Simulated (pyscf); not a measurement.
Single points on ωB97X-D3(BJ)/def2-SVP structures (PySCF, gas phase).

SMILES: O[SiH]([SiH3])[Si](Cl)(Cl)Cl
```xyz
12

O     -0.4029    -1.9775    -0.8095
Si     0.1504    -0.4953    -1.3559
Si     1.1701     0.6428     0.3982
Si    -1.7335     0.7062    -1.9795
Cl    -3.1114    -0.6308    -2.7364
Cl    -2.5741     1.6237    -0.3447
Cl    -1.3670     2.1447    -3.3933
H     -1.0836    -2.3977    -1.3490
H      1.0236    -0.6039    -2.5636
H      0.2497     0.6445     1.5687
H      1.4048     2.0443    -0.0584
H      2.4709     0.0176     0.7712
```

Q: How much does it cost (ΔH, 298 K, ωB97M-D3(BJ)/def2-TZVP) to split HO–SiH(SiH₃)–Si(Cl)(Cl)–Cl at its Si–Si bond into HO–SiH•–SiH₃ + Cl–Si•(Cl)–Cl?

A: Si–Si to HO–SiH•–SiH₃ + Cl–Si•(Cl)–Cl: 3.30 eV. The 7 functionals that were run give +2.92 (PBE) to +3.48 eV (ωB97X-D3(BJ)/def2-TZVP). HO–SiH(SiH₃)–Si(Cl)(Cl)–Cl lies 1.32 eV over its isomer H₃Si–SiH₂–O–Si(Cl)(Cl)–Cl (electronic energy, ωB97M-D3(BJ)/def2-TZVP). HO–SiH•–SiH₃ lies 0.99 eV over its isomer •H₂Si–O–SiH₃ (electronic energy, ωB97M-D3(BJ)/def2-TZVP).
